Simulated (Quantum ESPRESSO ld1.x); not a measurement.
Results of a calculation; reference values are marked as such.
Question: Os II, configuration [Xe] 4f14 5d6 6f1 (not the ground configuration). Level of theory: Dirac Kohn-Sham, PBE, spin-unpolarised, spherical densities, point nucleus; open shells fill j = l - 1/2 first (ld1.x of Quantum ESPRESSO 7.5). Some entries of the table are withheld. Estimate them.

orbital,occ.,eigenvalue (hartree),<r> (bohr),r(max) (bohr)
1s1/2,2,-2711.5275,0.01773,0.011
2s1/2,2,-472.3131,0.07424,0.063
2p1/2,2,-452.1532,0.06130,0.047
2p3/2,4,-395.8740,0.06950,0.054
3s1/2,2,-110.3064,0.1933,0.179
3p1/2,2,-101.3046,0.1835,(1)
3p3/2,4,-89.0314,0.1986,(2)
3d3/2,4,-73.9837,0.1734,0.142
3d5/2,6,-71.3258,0.1781,0.146
4s1/2,2,-23.6911,0.4317,0.406
4p1/2,2,-19.9159,0.4357,0.406
4p3/2,4,-17.0332,0.4693,0.436
4d3/2,4,-10.8470,0.4825,0.431
4d5/2,6,-10.3131,0.4938,0.440
5s1/2,2,-3.8824,1.008,0.913
5p1/2,2,-2.7213,1.101,0.980
4f5/2,6,-2.4859,0.5526,0.402
4f7/2,8,-2.3828,0.5608,0.406
5p3/2,4,-2.2731,1.200,1.06
5d3/2,4,-0.7688,1.675,1.32
5d5/2,2,-0.7272,1.732,1.36
6f5/2,1,(3),14.27,15.6
6f7/2,0,(4),14.27,15.6

Answer: 
(1) 3p1/2 r(max) (bohr): 0.167
(2) 3p3/2 r(max) (bohr): 0.182
(3) 6f5/2 eigenvalue (hartree): -0.0669
(4) 6f7/2 eigenvalue (hartree): -0.0668
